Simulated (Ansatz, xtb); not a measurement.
Ranking isomers of C3H3BClNO

5 gas-phase structures of C3H3BClNO, from a drawn sample of its isomers (lower ones may exist). Each was relaxed with GFN2-xTB:

A. `Bc1nc(Cl)co1`, a singlet
B. `Bc1coc(Cl)n1`, a singlet
C. `Bc1ncoc1Cl`, a singlet
D. `Bc1ncc(Cl)o1`, a singlet
E. `Bc1ocnc1Cl`, a singlet

Which do you expect lowest at r2SCAN-D4/def2-SVP, and how would the others follow?

Calculated order at r2SCAN-D4/def2-SVP: E (0.0), A (21.9), D (22.5), C (26.2), B (28.4) kJ/mol. Less than 1 kcal/mol parts A and D; D and C; C and B, so the order within those pairs means little.

Energies above the lowest of each column, in kJ/mol; the last columns are at PBE-D3(BJ)/def2-SVP geometries:

| structure | GFN2-xTB | HF/STO-3G | r2SCAN-D4/def2-SVP | PBE-D3(BJ)/def2-SVP | CCSD(T)/def2-SVP + ΔMP2/def2-TZVPP |
| --- | --- | --- | --- | --- | --- |
| E | 0.0 | 0.0 | 0.0 | 0.0 | 0.0 |
| A | 15.1 | 7.5 | 21.9 | 21.0 | 22.0 |
| D | 17.4 | 10.8 | 22.5 | 21.6 | 23.4 |
| C | 21.8 | 13.5 | 26.2 | 25.8 | 19.0 |
| B | 22.1 | 14.0 | 28.4 | 28.3 | 20.1 |

Every level run on E puts it lowest or level with the lowest. CCSD(T)/def2-SVP + ΔMP2/def2-TZVPP orders those it was run on as E (0.0), C (19.0), B (20.1), A (22.0), D (23.4) kJ/mol. Less than 1 kcal/mol parts C and B; B and A; A and D, so the order within those pairs means little. Flexible structures stand in one conformer each, not always the lowest. ΔMP2 is the change of the MP2 energy from the smaller to the larger basis.

Over these structures GFN2-xTB departs from r2SCAN-D4/def2-SVP by 1.8 kJ/mol on average once a common shift is removed. A GFN2-xTB relaxation took about 0.058 s and the r2SCAN-D4/def2-SVP energy about 1.2 s on a shared host (Ansatz 0.2.0, xtb 6.7.1).
